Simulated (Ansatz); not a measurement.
Reaction (ligand exchange at the Si–O bond): `O[SiH](O)O[Si](O)(F)F` + `N[SiH](O)F` → `O[SiH](F)N[Si](O)(F)F` + `O[SiH](O)O`

Calculated with Ansatz (gas phase, PBE0-D4/def2-TZVP geometries, no zero-point term in ΔE). CCSD(T)/CBS adds triple-zeta CCSD(T) − MP2 to the extrapolated MP2 energy (def2 sets, frozen cores). This one scheme is used for every species. Functionals use def2-TZVPP. B3LYP here is the variant with VWN-RPA as its local correlation; programs differ in this. One conformer a species, not always the lowest.

```csv
level,ΔE (kJ/mol),difference from CCSD(T)/CBS
PBE-D4,49.8,-7.1
r2SCAN-D4,55.4,-1.5
PBE0-D4,52.8,-4.1
B3LYP-D4,57.6,0.7
ωB97X-V,55.3,-1.6
ωB97M-V,54.9,-2.0
B2PLYP,58.2,1.3
PBE,50.3,-6.6
r2SCAN,55.5,-1.4
PBE0,53.1,-3.8
B3LYP,58.4,1.5
HF/def2-TZVPP,66.4,9.5
MP2/def2-TZVPP,56.0,-0.9
SCS-MP2/def2-TZVPP,57.9,1.0
CCSD/def2-TZVPP,58.1,1.2
CCSD(T)/def2-TZVPP,56.5,-0.4
HF/def2-QZVPP,68.0,11.1
MP2/def2-QZVPP,56.8,-0.1
SCS-MP2/def2-QZVPP,58.6,1.7
HF/CBS(def2),68.2,11.3
MP2/CBS(def2),56.4,-0.5
CCSD/CBS(def2),58.5,1.6
CCSD(T)/CBS,56.9,0
```

Largest T1 diagnostic among the species: 0.012.

In def2-TZVPP, CCSD(T) changes the Hartree–Fock value by −9.9 kJ/mol (the triples alone add −1.5 kJ/mol) and MP2 by −10.4 kJ/mol.
